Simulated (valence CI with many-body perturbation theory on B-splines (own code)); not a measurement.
## Hf⁶⁵⁺: E2, E3, M2 decay

Calculated by valence CI with perturbative core correlation (CI+MBPT): five valence electrons over a frozen Dirac-Fock core [He], radial functions for each j: 11 s, 11 p, 10 d, 8 f, 5 g, 2 h, with the one-electron correlation potential Σ1, the two-electron term Σ2, the three-electron term Σ3, Breit, model QED; selected CI, second order for the rest, scaled by the run's own slope (own B-spline code, finite nucleus).

No measured spectrum was set against this ion. As an estimate, large intervals hold to a few tenths of a per cent, small ones and those within an open d or f shell to about a per cent. Among the levels kept, up to 7400 cm⁻¹ of a level comes from second order outside the variational space, and about a tenth of that is noise between levels of different J, which matters for small intervals.

Lines 51 to 100 of 109 in falling wavelength, among levels below 12064 eV, chosen from the decays that carry over 1 % of a level's rate. Wavelengths and rates use the calculated energies. Electric multipoles are in the length gauge, E1 and E2 with the static RPA response of the core. Weak lines are less certain than strong ones. Lines between different terms over intervals too small for the method are left out, as are lines whose strength nearly cancels. The highest levels of a list are the least certain.

Levels are named by their leading jj configuration (3d3/2^4 stands for four electrons in 3d with j = 3/2), which in mixed levels can hold well under half, so a name can repeat and another be missing. Letters in brackets count levels of one name in rising energy.

```csv
λ vac (nm),Upper,Lower,Type,A (s⁻¹),Branch %
0.1400,(2s^2 2p1/2 2p3/2 3p3/2) J=1/2 [b],(2s^2 2p1/2 2p3/2^2) J=5/2,E2,1.61e+12,23.8
0.1396,(2s^2 2p1/2 2p3/2 3p3/2) J=1/2 [b],(2s^2 2p1/2 2p3/2^2) J=3/2,E2,7.07e+11,10.4
0.1395,(2s 2p1/2^2 2p3/2 3p3/2) J=1/2 [b],(2s 2p1/2^2 2p3/2^2) J=5/2,E2,4.23e+11,1.8
0.1388,(2s 2p1/2 2p3/2^2 3d5/2) J=9/2 [b],(2s 2p1/2 2p3/2^3) J=5/2,M2,9.00e+10,1.7
0.1384,(2s 2p1/2^2 2p3/2 3d5/2) J=9/2,(2s 2p1/2^2 2p3/2^2) J=5/2,M2,5.88e+10,40.2
0.1384,(2s 2p1/2^2 2p3/2 3d5/2) J=9/2,(2s 2p1/2^2 2p3/2^2) J=5/2,E3,3.60e+09,2.5
0.1380,(2s^2 2p3/2^2 3d5/2) J=7/2,(2s^2 2p3/2^3) J=3/2,M2,1.01e+11,3.5
0.1380,(2s^2 2p3/2^2 3d5/2) J=9/2,(2s^2 2p3/2^3) J=3/2,E3,2.46e+09,1.1
0.1378,(2s^2 2p1/2 2p3/2 3d5/2) J=9/2,(2s^2 2p1/2 2p3/2^2) J=5/2,M2,5.84e+10,42.2
0.1378,(2s^2 2p1/2 2p3/2 3d5/2) J=9/2,(2s^2 2p1/2 2p3/2^2) J=5/2,E3,3.75e+09,2.7
0.1337,(2s 2p1/2^2 2p3/2 3d5/2) J=9/2,(2s^2 2p1/2 2p3/2^2) J=5/2,E2,1.81e+09,1.2
0.1246,(2s^2 2p3/2^2 3d5/2) J=9/2,(2s 2p1/2^2 2p3/2^2) J=5/2,E2,7.17e+09,3.3
0.1242,(2s 2p1/2 2p3/2^2 3p3/2) J=7/2 [a],(2s 2p1/2^2 2p3/2^2) J=5/2,E2,4.24e+11,1.4
0.1238,(2s 2p1/2 2p3/2^2 3p3/2) J=1/2 [b],(2s 2p1/2^2 2p3/2^2) J=3/2,E2,8.34e+11,3.6
0.1236,(2s 2p1/2 2p3/2^2 3p3/2) J=5/2 [d],(2s 2p1/2^2 2p3/2^2) J=1/2,E2,6.23e+11,1.1
0.1236,(2s 2p1/2 2p3/2^2 3p3/2) J=9/2,(2s 2p1/2^2 2p3/2^2) J=5/2,E2,1.24e+12,26.4
0.1235,(2s^2 2p1/2 2p3/2 3p3/2) J=5/2 [a],(2s^2 2p1/2^2 2p3/2) J=3/2,E2,2.86e+11,7.2
0.1235,(2s 2p1/2 2p3/2^2 3p3/2) J=5/2 [e],(2s 2p1/2^2 2p3/2^2) J=1/2,E2,5.60e+11,1.2
0.1235,(2s^2 2p1/2 2p3/2 3p3/2) J=1/2 [a],(2s^2 2p1/2^2 2p3/2) J=3/2,E2,5.80e+11,5.8
0.1234,(2s^2 2p1/2 2p3/2 3p3/2) J=3/2 [a],(2s^2 2p1/2^2 2p3/2) J=3/2,E2,1.07e+12,28.1
0.1234,(2s^2 2p1/2 2p3/2 3p3/2) J=7/2,(2s^2 2p1/2^2 2p3/2) J=3/2,E2,1.14e+12,35.3
0.1231,(2s^2 2p3/2^2 3p3/2) J=3/2 [a],(2s^2 2p1/2 2p3/2^2) J=1/2,E2,2.04e+11,1.8
0.1231,(2s^2 2p3/2^2 3p3/2) J=7/2,(2s^2 2p1/2 2p3/2^2) J=5/2,E2,5.25e+11,7.0
0.1231,(2s^2 2p3/2^2 3p3/2) J=5/2,(2s^2 2p1/2 2p3/2^2) J=5/2,E2,8.87e+11,7.8
0.1231,(2s^2 2p3/2^2 3p3/2) J=1/2,(2s^2 2p1/2 2p3/2^2) J=5/2,E2,1.27e+12,7.4
0.1230,(2s^2 2p1/2 2p3/2 3p3/2) J=5/2 [b],(2s^2 2p1/2^2 2p3/2) J=3/2,E2,8.56e+11,25.1
0.1229,(2s^2 2p3/2^2 3p3/2) J=7/2,(2s^2 2p1/2 2p3/2^2) J=3/2,E2,9.13e+11,12.2
0.1229,(2s^2 2p3/2^2 3p3/2) J=5/2,(2s^2 2p1/2 2p3/2^2) J=3/2,E2,4.89e+11,4.3
0.1228,(2s^2 2p3/2^2 3p3/2) J=3/2 [b],(2s^2 2p1/2 2p3/2^2) J=1/2,E2,1.19e+12,12.8
0.1227,(2s^2 2p1/2 2p3/2 3p3/2) J=1/2 [b],(2s^2 2p1/2^2 2p3/2) J=3/2,E2,5.11e+11,7.5
0.1225,(2s^2 2p3/2^2 3p3/2) J=3/2 [a],(2s^2 2p1/2 2p3/2^2) J=5/2,E2,9.92e+11,8.8
0.1223,(2s^2 2p3/2^2 3p3/2) J=3/2 [a],(2s^2 2p1/2 2p3/2^2) J=3/2,E2,1.82e+11,1.6
0.1222,(2s^2 2p3/2^2 3p3/2) J=3/2 [b],(2s^2 2p1/2 2p3/2^2) J=5/2,E2,1.72e+11,1.8
0.1210,(2s^2 2p1/2 2p3/2 3d5/2) J=9/2,(2s^2 2p1/2^2 2p3/2) J=3/2,E3,8.42e+09,6.1
0.1209,(2s^2 2p3/2^2 3d5/2) J=9/2,(2s^2 2p1/2 2p3/2^2) J=5/2,M2,3.04e+10,13.8
0.1209,(2s^2 2p3/2^2 3d5/2) J=9/2,(2s^2 2p1/2 2p3/2^2) J=5/2,E3,3.17e+09,1.4
0.1206,(2s^2 2p3/2^2 3d5/2) J=9/2,(2s^2 2p1/2 2p3/2^2) J=3/2,E3,6.65e+09,3.0
0.1189,(2s 2p1/2^2 2p3/2 3d3/2) J=5/2 [a],(2s^2 2p1/2^2 2p3/2) J=3/2,E2,2.74e+12,2.0
0.1188,(2s 2p1/2^2 2p3/2 3d3/2) J=7/2,(2s^2 2p1/2^2 2p3/2) J=3/2,E2,4.21e+12,23.2
0.1187,(2s 2p1/2 2p3/2^2 3d3/2) J=9/2,(2s^2 2p1/2 2p3/2^2) J=5/2,E2,4.57e+12,63.4
0.1183,(2s 2p1/2 2p3/2^2 3d5/2) J=9/2 [a],(2s^2 2p1/2 2p3/2^2) J=5/2,E2,5.86e+11,22.2
0.1182,(2s 2p1/2 2p3/2^2 3d3/2) J=5/2 [d],(2s^2 2p1/2 2p3/2^2) J=1/2,E2,2.28e+12,1.1
0.1180,(2s 2p1/2 2p3/2^2 3d5/2) J=7/2 [a],(2s^2 2p1/2 2p3/2^2) J=3/2,E2,3.22e+12,6.8
0.1179,(2s 2p1/2^2 2p3/2 3d3/2) J=5/2 [b],(2s^2 2p1/2^2 2p3/2) J=3/2,E2,3.71e+12,7.0
0.1178,(2s 2p1/2^2 2p3/2 3d3/2) J=1/2 [b],(2s^2 2p1/2^2 2p3/2) J=3/2,E2,3.58e+12,1.1
0.1177,(2s 2p1/2 2p3/2^2 3d5/2) J=9/2 [b],(2s^2 2p1/2 2p3/2^2) J=5/2,E2,3.03e+12,57.9
0.1177,(2s 2p1/2 2p3/2^2 3d3/2) J=7/2 [c],(2s^2 2p1/2 2p3/2^2) J=5/2,E2,5.50e+11,1.2
0.1175,(2s 2p1/2 2p3/2^2 3d3/2) J=5/2 [c],(2s^2 2p1/2 2p3/2^2) J=3/2,E2,5.37e+12,1.9
0.1175,(2s 2p1/2 2p3/2^2 3d3/2) J=7/2 [c],(2s^2 2p1/2 2p3/2^2) J=3/2,E2,5.56e+11,1.2
0.1174,(2s 2p1/2 2p3/2^2 3d3/2) J=1/2 [b],(2s^2 2p1/2 2p3/2^2) J=3/2,E2,1.13e+13,1.8
```
